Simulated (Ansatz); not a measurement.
Input for Ansatz (a first-principles code): R-BLYP/def2-TZVPPD on CH10Si2 (a complex). Files ending in .json are basis or fitting sets from the Basis Set Exchange.

Ansatz 0.2 input:
```yaml
crystal:
  periodic: [false, false, false]
  atoms:
    - {symbol: C, position_ang: [0.05535167, -0.12600641, 0.04638941]}
    - {symbol: H, position_ang: [-0.37250102, -1.04826816, 0.43674512]}
    - {symbol: H, position_ang: [-0.53475486, 0.72179821, 0.39153250]}
    - {symbol: H, position_ang: [1.07997198, -0.02251147, 0.39980190]}
    - {symbol: H, position_ang: [0.04670512, -0.15459481, -1.04226216]}
    - {symbol: Si, position_ang: [1.05887991, 0.45347875, 4.16453342]}
    - {symbol: Si, position_ang: [-1.12660574, -0.29619387, 3.76817541]}
    - {symbol: H, position_ang: [1.78718792, -0.52480547, 5.00905104]}
    - {symbol: H, position_ang: [1.02944909, 1.75722643, 4.87169384]}
    - {symbol: H, position_ang: [1.79857404, 0.62267042, 2.89152055]}
    - {symbol: H, position_ang: [-1.10975219, -1.60765492, 3.07706994]}
    - {symbol: H, position_ang: [-1.86694586, 0.67584700, 2.92875420]}
    - {symbol: H, position_ang: [-1.84534063, -0.45123759, 5.05689652]}
basis:
  gaussian:
    orbitals: def2-TZVPPD.json
hamiltonian:
  xc: {name: BLYP}
scf: {lower_state_search: off}
```

### Question
Predict the final total energy.

### Answer
-623.0710 hartree.
